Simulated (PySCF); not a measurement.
## How methods differ on the ionisation energy of I²⁵⁺

I²⁵⁺ [Ar] 3d10 (1S) → I²⁶⁺ [Ar] 3d9 (2D), as a difference of total energies. Computed with PySCF 2.14 in an even-tempered Gaussian basis (19 s from 3.1 bohr⁻², ratio 2.5; 13 p from 4.1 bohr⁻², ratio 2.5; 8 d from 4.1 bohr⁻², ratio 2.5; 4 f from 20 bohr⁻², ratio 2.7; 3 g from 30 bohr⁻², ratio 2.7), with scalar relativity by spin-free X2C-1e. Correlated levels: outer shells: [Ne] frozen; virtual orbitals above 40 to 60 times the deepest correlated orbital energy dropped. The calculations carry no spin-orbit coupling.

```
                method  ionisation energy (eV)
                   UHF                  1403.0
                   LDA                  1402.9
                   PBE                  1402.1
                  PBE0                  1402.9
                r2SCAN                  1403.1
             BHandHLYP                  1403.3
                 B3LYP                  1402.7
    MP2 (outer shells)                  1404.7
SCS-MP2 (outer shells)                  1404.5
```

A first-order spin-orbit estimate (lowest level to lowest level, LS coupling) adds -4.901 eV.

Breit and QED terms and the two-electron picture change are absent.

For comparison: 1397 ± 4 eV (theoretical estimate listed by NIST; NIST Atomic Spectra Database, ionization energies).
